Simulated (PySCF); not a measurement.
## How methods differ on the electron affinity of In

In⁻ [Kr] 4d10 5s2 5p2 [5p1/2^2, M_J = 0] → In [Kr] 4d10 5s2 5p1 [5p1/2^1, M_J = 1/2], as a difference of total energies. All numbers are calculated (PySCF 2.14, the two-component X2C-1e Hamiltonian, in x2c-SVPall-2c with one added diffuse shell each of s, p type (7s9p4d, 54 functions)). Correlated levels: [Ar] 3d10 frozen; the 6 highest virtual spinors dropped. "Screened" scales the spin-orbit matrix elements by Boettger's factors to mimic the two-electron term; Breit and QED terms are absent.

```json
{"method": "GHF (spin-free)", "electron affinity (eV)": "0.018"}
{"method": "GMP2 (spin-free)", "electron affinity (eV)": "0.268"}
{"method": "GHF (screened spin-orbit)", "electron affinity (eV)": "-0.090"}
{"method": "GMP2 (screened spin-orbit)", "electron affinity (eV)": "0.168"}
```

**Question.** How much does correlation contribute at GMP2 (spin-free)?

**Answer.** 0.268 − (0.018) = 0.250 eV, measured against GHF (spin-free).

The spin-free rows relax to the high-spin LS determinant and lack the spin-orbit shift.

Errors of the correlated levels include the incompleteness of this basis and the frozen core.

The labels give the starting determinants; with spin-orbit coupling the two ends relaxed to ⟨J²⟩ = 1.64, ⟨L²⟩ = 2.01, ⟨S²⟩ = 2.00 and ⟨J²⟩ = 0.80, ⟨L²⟩ = 2.05, ⟨S²⟩ = 0.78.

A negative affinity means that the anion lies above the atom at that level of theory.

The determinant of In⁻ mixes levels of different J (the jj label is only the starting occupation), so the difference between spin-free and spin-orbit rows is not the physical spin-orbit shift.

For comparison: 0.384 eV (measured; photodetachment measurements, as compiled on the Wikipedia data page of electron affinities).
